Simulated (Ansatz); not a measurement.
`[CH3][Re](=[O])(=[O])=[O]` + H₂O → `[O]=[Re](=[O])(=[O])[OH]` + CH₄ at 400 K and 1 bar (formal hydrolysis of a Re–C bond).

Program: Ansatz. Geometries: PBE0-D4/def2-TZVP. ΔE: electronic, gas phase. CCSD(T)/CBS adds triple-zeta CCSD(T) − MP2 to the extrapolated MP2 energy (def2 sets, frozen cores). This one scheme is used for every species. Elements past krypton have def2 core potentials. For Re outer-core shells are correlated without core-valence functions, which leaves a few kJ/mol of doubt a bond. One conformer a species, not always the lowest.

| species | CCSD(T)/CBS energy (Eh) | H − E (kJ/mol) | S (J/(mol·K)) |
| --- | --- | --- | --- |
| `[CH3][Re](=[O])(=[O])=[O]` | -343.62403 | 149.9 | 357.7 |
| H₂O | -76.37941 | 69.8 | 198.6 |
| `[O]=[Re](=[O])(=[O])[OH]` | -379.55941 | 87.9 | 357.8 |
| CH₄ | -40.46206 | 131.3 | 197.2 |

H − E and S are ideal-gas, rigid-rotor, harmonic terms from PBE0-D4/def2-TZVP, for one conformer and one mirror image of each species. 1 Eh = 2625.50 kJ/mol, R = 8.31446 J/(mol·K).

Question: By hand: ΔE, ΔH, ΔS and ΔG.

Answer: ΔE = (-379.55941) + (-40.46206) − (-343.62403) − (-76.37941) = -0.01803 Eh = -47.3 kJ/mol. Δ(H − E) = 87.9 + 131.3 − 149.9 − 69.8 = -0.5, so ΔH = -47.8 kJ/mol. ΔS = 357.8 + 197.2 − 357.7 − 198.6 = -1.3 J/(mol·K). ΔG = -47.8 − 400 × (-1.3)/1000 = -47.3 kJ/mol.

Question: By hand: the equilibrium constant, and the temperature at which ΔG would vanish if ΔH and ΔS stayed fixed.

Answer: log₁₀ K = −ΔG/(RT ln 10) = 6.2. ΔG = 0 at ΔH/ΔS = 36769 K, far beyond where these terms or the molecules hold.

The number of gas molecules stays the same, so ΔS is small and ΔH decides. A doubt of 5 kJ/mol in ΔE shifts log₁₀ K by 0.7 here. Other conformers and mirror images would add mixing entropy, several J/(mol·K) or more a flexible species. These are equilibria of isolated gas molecules and say nothing of rates. Largest T1 diagnostic: 0.024 (customary marks: 0.02 for closed shells, 0.045 for open ones).
